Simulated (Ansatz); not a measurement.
`[F][Ga]([Br])[Br]` + `C[N](C)[AlH2]` → `C[N](C)[Ga]([F])[Br]` + `[AlH2][Br]` at 400 K and 1 bar (redistribution).

Calculated with Ansatz (gas phase, PBE0-D4/def2-TZVP geometries, no zero-point term in ΔE). CCSD(T)/CBS adds triple-zeta CCSD(T) − MP2 to the extrapolated MP2 energy (def2 sets, frozen cores). This one scheme is used for every species. For Br, Ga outer-core shells are correlated without core-valence functions, which leaves a few kJ/mol of doubt a bond. Scalar relativity is left out up to krypton. Each species was taken in one conformer, which may not be the lowest.

| species | CCSD(T)/CBS energy (Eh) | H − E (kJ/mol) | S (J/(mol·K)) |
| --- | --- | --- | --- |
| `[F][Ga]([Br])[Br]` | -7170.52286 | 35.8 | 369.4 |
| `C[N](C)[AlH2]` | -377.63984 | 282.2 | 345.7 |
| `C[N](C)[Ga]([F])[Br]` | -4731.58119 | 263.7 | 444.4 |
| `[AlH2][Br]` | -2816.58301 | 54.6 | 281.1 |

H − E and S are ideal-gas, rigid-rotor, harmonic terms from PBE0-D4/def2-TZVP, for one conformer and one mirror image of each species. 1 Eh = 2625.50 kJ/mol, R = 8.31446 J/(mol·K).

Q: By hand: ΔE, ΔH, ΔS and ΔG.

A: ΔE = (-4731.58119) + (-2816.58301) − (-7170.52286) − (-377.63984) = -0.00150 Eh = -3.9 kJ/mol. Δ(H − E) = 263.7 + 54.6 − 35.8 − 282.2 = 0.3, so ΔH = -3.6 kJ/mol. ΔS = 444.4 + 281.1 − 369.4 − 345.7 = 10.4 J/(mol·K). ΔG = -3.6 − 400 × (10.4)/1000 = -7.8 kJ/mol.

Q: By hand: the equilibrium constant, and the temperature at which ΔG would vanish if ΔH and ΔS stayed fixed.

A: log₁₀ K = −ΔG/(RT ln 10) = 1.0. ΔH and −TΔS have one sign here, so there is no such temperature.

TΔS isn't small against ΔH here. A doubt of 5 kJ/mol in ΔE shifts log₁₀ K by 0.7 here. Other conformers and mirror images would add mixing entropy, several J/(mol·K) or more a flexible species. These are equilibria of isolated gas molecules and say nothing of rates. Largest T1 diagnostic: 0.012 (customary marks: 0.02 for closed shells, 0.045 for open ones).

ΔS is within the doubt of such terms, so its sign, and with it that verdict, could turn.
